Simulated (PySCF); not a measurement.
Start geometry of `P[Si@H](C=C)N` from a GFN2-xTB structure with every atom displaced at random (by about 0.01 Å) (Å):
```
atom  x, y, z in Å
C1     2.2189   -0.0937   -0.3160
C2     1.1645   -0.8657   -0.0746
Si3   -0.4939   -0.2543    0.6089
N4    -1.6705   -1.0559   -0.2996
P5    -0.4194    2.0078    0.5544
H6     3.1366   -0.4234   -0.7088
H7     2.1464    0.9949   -0.1444
H8     1.2799   -1.9176   -0.2625
H9    -0.7197   -0.6408    2.0286
H10   -2.6736   -0.9125   -0.0450
H11   -1.6173   -1.1251   -1.2890
H12   -0.5381    2.1038   -0.8043
H13   -1.8080    2.1657    0.7418
```

What comes out of this run: PySCF, PBE0-D3(BJ)/def2-SVP geometry optimisation, gas phase?

```
atom  x, y, z in Å
C1     2.2394    0.0245   -0.3115
C2     1.2112   -0.8018   -0.0875
Si3   -0.4591   -0.2769    0.5663
N4    -1.6735   -1.1373   -0.3240
P5    -0.4787    2.0053    0.5411
H6     3.2040   -0.3325   -0.6897
H7     2.1685    1.1023   -0.1199
H8     1.3493   -1.8715   -0.2979
H9    -0.6586   -0.6641    1.9976
H10   -2.6181   -1.1651    0.0453
H11   -1.6944   -1.0462   -1.3347
H12   -0.7196    2.0740   -0.8670
H13   -1.8675    2.0723    0.8722
```

The energy falls by 20.0 kJ/mol over 9 energy and gradient evaluations, the largest force component goes from 0.0493 to 2.0e-04 Eh/bohr, and the atoms move by 0.092 Å rms after alignment. The bond that changes most is P5–H12 (three-coordinate phosphorus to P–H hydrogen), which lengthens by 0.063 Å. Bonds longer at the end by more than 0.005 Å: 9 of 12; shorter: 3. Among the angles that change most is Si3–N4–H11, from 122.1° to 118.8°. Among the dihedrals that turn most is H9–Si3–N4–H10, from 56° to 44°. Rotational constants go from 3111, 2609, 1561 to 3013, 2621, 1537 MHz. The orientation of the end geometry is arbitrary; only internal coordinates are fixed.

The run used 118 basis functions and 60 SCF cycles in all.

Not checked by PBE0-D3(BJ)/def2-SVP frequencies. One conformer, not necessarily the lowest.
